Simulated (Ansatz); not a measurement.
Reaction (hydrogenolysis of a B–Br bond): `CB(Br)C=S` + H₂ → `CBC=S` + HBr

Gas-phase electronic energies from Ansatz, PBE0-D4/def2-TZVP geometries. CBS: MP2 limit from def2 TZ/QZ plus the TZ coupled-cluster correction, frozen cores. This one scheme is used for every species. DFT in def2-TZVPP. B3LYP here is the variant with VWN-RPA as its local correlation; programs differ in this. HSE06 is defined as in plane-wave codes. For Br outer-core shells are correlated without core-valence functions, which leaves a few kJ/mol of doubt a bond. Scalar relativity is left out up to krypton. One conformer a species, not always the lowest.

`CB(Br)C=S`:

Cartesian coordinates in Å:
```
C -0.550 -1.015 0.525
B -0.226 0.180 -0.405
Br -1.455 0.718 -1.789
C 1.058 1.048 -0.344
S 1.289 1.893 1.014
H -0.179 -1.926 0.036
H -1.619 -1.157 0.686
H -0.034 -0.930 1.482
H 1.716 1.191 -1.204
```

H₂:

Z-matrix (Å, degrees):
```
H
H 1 0.746
```

`CBC=S`:

```xyz
9

C    -0.537    1.094   -0.028
B    -0.302   -0.442   -0.228
C     0.851   -1.201    0.438
S     1.909   -1.070   -0.782
H     0.300    1.623    0.432
H    -1.408    1.208    0.633
H    -0.803    1.591   -0.964
H    -1.067   -1.098   -0.880
H     1.057   -1.705    1.380
```

HBr:

Cartesian coordinates in Å:
```
Br -0.144 -0.542 -0.436
H 0.144 0.542 0.436
```

```json
{"level": "BLYP-D4", "ΔE (kJ/mol)": "68.8", "difference from CCSD(T)/CBS": "-3.6"}
{"level": "r2SCAN-D4", "ΔE (kJ/mol)": "67.0", "difference from CCSD(T)/CBS": "-5.4"}
{"level": "r2SCANh-D4", "ΔE (kJ/mol)": "67.1", "difference from CCSD(T)/CBS": "-5.3"}
{"level": "HSE06-D4", "ΔE (kJ/mol)": "65.3", "difference from CCSD(T)/CBS": "-7.1"}
{"level": "CAM-B3LYP-D4", "ΔE (kJ/mol)": "64.5", "difference from CCSD(T)/CBS": "-7.9"}
{"level": "ωB97X-V", "ΔE (kJ/mol)": "66.9", "difference from CCSD(T)/CBS": "-5.5"}
{"level": "PBE-QIDH", "ΔE (kJ/mol)": "67.9", "difference from CCSD(T)/CBS": "-4.5"}
{"level": "PBE", "ΔE (kJ/mol)": "58.5", "difference from CCSD(T)/CBS": "-13.9"}
{"level": "B3LYP", "ΔE (kJ/mol)": "57.6", "difference from CCSD(T)/CBS": "-14.8"}
{"level": "r2SCANh", "ΔE (kJ/mol)": "65.3", "difference from CCSD(T)/CBS": "-7.1"}
{"level": "r2SCAN0", "ΔE (kJ/mol)": "65.1", "difference from CCSD(T)/CBS": "-7.3"}
{"level": "BHLYP", "ΔE (kJ/mol)": "59.5", "difference from CCSD(T)/CBS": "-12.9"}
{"level": "CCSD(T)/def2-SVP", "ΔE (kJ/mol)": "64.9", "difference from CCSD(T)/CBS": "-7.5"}
{"level": "CCSD/def2-TZVPP", "ΔE (kJ/mol)": "66.9", "difference from CCSD(T)/CBS": "-5.5"}
{"level": "CCSD(T)/def2-TZVPP", "ΔE (kJ/mol)": "69.5", "difference from CCSD(T)/CBS": "-2.9"}
{"level": "HF/def2-QZVPP", "ΔE (kJ/mol)": "57.8", "difference from CCSD(T)/CBS": "-14.6"}
{"level": "CCSD(T)/CBS", "ΔE (kJ/mol)": "72.4", "difference from CCSD(T)/CBS": "0"}
```

Largest T1 diagnostic among the species: 0.019.

From BLYP to BHLYP (50 % exact exchange), in def2-TZVPP and without D4, ΔE moves by +3.6 kJ/mol. The D4 term adds +10.5 kJ/mol with B3LYP and +5.7 kJ/mol with PBE0; it sums over pairs of atoms, weighted by their polarisabilities, and B3LYP, whose exchange is more repulsive, gets the larger term.

CCSD(T)/CBS has its own doubt, a few kJ/mol and more with outer-core shells, so smaller differences from it don't rank the levels.
